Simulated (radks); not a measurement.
Charge is removed step by step from the 3p down level of Cd23+, starting from [Ne] 3s2 3p(up 3, down 3) 3d7. Calculated with a radial shooting solver on a logarithmic mesh with Libxc functionals: scalar-relativistic Kohn-Sham, r2SCAN, spin-polarised, spherical densities, finite nucleus; open shells are filled with parallel spins first (spin-orbit coupling, left out, can overturn this in heavy ions); meta-GGA in the generalised Kohn-Sham scheme; Fermi nuclear charge, rms radius 4.6087 fm.

removed (e)  E - E(0) (eV)  eigenvalue (eV)  E minus straight line (eV)
0                    0.000          -1334.9                       0.000
0.1                 133.75          -1341.1                      -2.776
0.2                 268.12          -1347.3                      -4.935
0.3                 403.11          -1353.4                      -6.478
0.4                 538.71          -1359.6                      -7.403
0.5                 674.93          -1365.8                      -7.712
0.6                 811.77          -1371.9                      -7.403
0.7                 949.22          -1378.1                      -6.478
0.8                 1087.3          -1384.3                      -4.935
0.9                 1226.0          -1390.4                      -2.776
1                   1365.3          -1396.6                       0.000

Removing the whole electron costs 1365.3 eV by Delta-SCF, against 1334.9 eV from minus the eigenvalue at the starting occupation. Slater's transition state (half an electron removed) gives 1365.8 eV. Integrating minus the eigenvalue over the occupation (Janak's theorem) gives 1365.8 eV. In this scalar-relativistic scheme the density is built from large components alone, so the theorem holds only approximately. The mean slope of the eigenvalue, de/dn, is 61.7 eV per electron.
